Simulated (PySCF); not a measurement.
This PySCF input asks for the NMR shieldings of `C[N+]1(C)CCCCC1`, [C₇H₁₆N]+; the geometry comes from GFN2-xTB.

```python
import basis_set_exchange as bse
import numpy as np
from pyscf import gto, dft
from pyscf.prop import nmr

atoms = """
C    -1.376424    0.613314   -1.007603
N    -0.802709    0.073591    0.237946
C    -1.889025   -0.056759    1.227799
C     0.235212    0.993478    0.786814
C     1.487114    1.080427   -0.078517
C     2.089806   -0.305056   -0.284046
C     1.039585   -1.238363   -0.876661
C    -0.201879   -1.272041    0.007275
H    -1.824819    1.587043   -0.818476
H    -2.145842   -0.058506   -1.383797
H    -0.611669    0.725925   -1.770210
H    -1.504107   -0.454385    2.165412
H    -2.339362    0.915308    1.422047
H    -2.658999   -0.730355    0.855194
H     0.516023    0.618384    1.773621
H    -0.213965    1.981029    0.908254
H     2.200083    1.725695    0.434704
H     1.270467    1.545532   -1.040217
H     2.950395   -0.242574   -0.947313
H     2.436485   -0.700818    0.671827
H     0.791849   -0.932610   -1.893212
H     1.432347   -2.253520   -0.934698
H    -0.965912   -1.916538   -0.431689
H     0.073614   -1.678438    0.983102
"""
names = dict.fromkeys(["C", "N", "H"], "pcSseg-1")
basis = {el: gto.basis.parse(bse.get_basis(n, elements=[el], fmt="nwchem")) for el, n in names.items()}
mol = gto.M(atom=atoms, basis=basis, charge=1, verbose=0)
mf = dft.RKS(mol, xc="PBE0")
mf.grids.level = 2
mf.grids.alignment = dft.numint.BLKSIZE   # the property module wants whole blocks of grid points
mf.conv_tol = 1e-9
mf.kernel()

calc = nmr.RKS(mf)   # GIAO
C = mf.mo_coeff
Co = C[:, mf.mo_occ > 0]
resp = mf.gen_response(singlet=True, hermi=2)
def vind(x):   # induced exchange potential for any number of trial vectors
    d = np.einsum("pi,xij,qj->xpq", C, 2 * x.reshape(-1, C.shape[1], Co.shape[1]), Co, optimize=True)
    return np.einsum("xpq,pi,qj->xij", resp(d - d.transpose(0, 2, 1)), C, Co, optimize=True).ravel()
mo1, _ = nmr.rhf.solve_mo1(calc, with_cphf=vind)
sigma = calc.kernel(mo1)
for i, s in enumerate(sigma):   # ppm
    print("%2d %-2s %9.2f" % (i, mol.atom_pure_symbol(i), np.trace(s) / 3))
```

**Question.** Give the expected output.

**Answer.** 
```
 0 C     139.94
 1 N     197.88
 2 C     128.89
 3 C     122.09
 4 C     162.75
 5 C     162.47
 6 C     162.74
 7 C     122.13
 8 H      29.05
 9 H      29.06
10 H      27.94
11 H      28.70
12 H      28.59
13 H      28.59
14 H      28.71
15 H      28.41
16 H      29.51
17 H      29.73
18 H      29.43
19 H      30.22
20 H      29.73
21 H      29.51
22 H      28.40
23 H      28.71
```

These numbers come from an equivalent density-fitted implementation of the same equations, which agrees with the script to about 0.01 ppm for H and up to a few tenths of a ppm for heavy atoms, so last digits may differ.

**Question.** Turn these shieldings into chemical shifts. Scale: TMS for 13C (σref 186.93) and 1H (σref 31.72); 15N (σref 267.73) vs NH3 (reference shieldings calculated alike).

**Answer.** Averaging equivalent atoms: C 3/7: 64.8; C 0/2: 52.5; C 5: 24.5; C 4/6: 24.2; N 1: 69.8; H 14/15/22/23: 3.16; H 8/9/10/11/12/13: 3.06; H 16/17/20/21: 2.10; H 18/19: 1.89 ppm. Experimental scales use liquid or dissolved standards, which lie at an offset from isolated NH3 (liquid NH3: subtract about 20 ppm).

Size and cost of the density-fitted run: 216 basis functions, 51 s wall time on 1 thread of an Arm Neoverse V1, shared host.
